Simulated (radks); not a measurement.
Q: The lutetium ion Lu2+ is in [Xe] 4f14 6s1. Method: scalar-relativistic Kohn-Sham, LDA (Slater exchange, Perdew-Wang correlation), spin-polarised, spherical densities, finite nucleus; Fermi nuclear charge, rms radius of each element as measured or else 0.836 A^(1/3) + 0.57 fm; computed with a radial shooting solver on a logarithmic mesh with Libxc functionals. Open shells are filled with parallel spins first. One electron is removed from 5p, 6s, 4f, 5s in turn, with full relaxation. Which removal costs least, and what does each cost?

A: 6s 21.531 eV; 4f 36.955 eV; 5p 55.838 eV; 5s 86.255 eV. The 6s electron leaves first.
